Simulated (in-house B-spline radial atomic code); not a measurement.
Radial electron density of the rubidium ion Rb⁺, [Ar] 3d10 4s2 4p6. Computed with an all-electron radial atomic-structure program (B-spline basis): non-relativistic LDA VWN5, spin-polarised, spherical fractional occupations, point nucleus.

Columns: r (bohr), 4πr²n(r) (electrons per bohr), bar.

```
 0.00178     1.22 #
 0.00217    1.762 #
 0.00264    2.519 ##
 0.00322     3.59 ###
 0.00393    5.074 ####
 0.00479    7.073 ######
 0.00584     9.73 ########
 0.00711    13.13 ###########
 0.00867    17.41 ##############
  0.0106    22.58 ##################
  0.0129    28.25 #######################
  0.0157    34.12 ############################
  0.0192    39.62 ################################
  0.0234    43.62 ###################################
  0.0285    45.39 #####################################
  0.0348    44.57 ####################################
  0.0424    41.79 ##################################
  0.0517    38.81 ###############################
   0.063    38.09 ###############################
  0.0768    41.32 #################################
  0.0936    47.76 #######################################
   0.114    53.67 ###########################################
   0.139    54.38 ############################################
    0.17    47.82 #######################################
   0.207    38.11 ###############################
   0.252    32.15 ##########################
   0.308    33.55 ###########################
   0.375    38.12 ###############################
   0.457    38.15 ###############################
   0.558    30.44 #########################
    0.68    19.33 ################
   0.829    10.88 #########
    1.01    7.357 ######
    1.23    6.683 #####
     1.5    6.028 #####
    1.83     4.41 ####
    2.23    2.492 ##
    2.72    1.059 #
    3.32   0.3273 
    4.05  0.07067 
    4.94 0.009977 
    6.02 0.0008588
```

On this grid the curve has 3 maxima, near 0.0285, 0.139, 0.457 bohr.

The 4p up radial function P(r) = rR(r), positive near the nucleus:

```csv
r (bohr),P
0.00264,0.001199
0.00393,0.002595
0.00584,0.005531
0.00867,0.01157
0.0129,0.02368
0.0192,0.04665
0.0285,0.0864
0.0424,0.1471
0.063,0.2179
0.0936,0.2555
0.139,0.1792
0.207,-0.06507
0.308,-0.3513
0.457,-0.3605
0.68,0.07301
1.01,0.6386
1.5,0.8403
2.23,0.5844
3.32,0.2234
4.94,0.04025
```
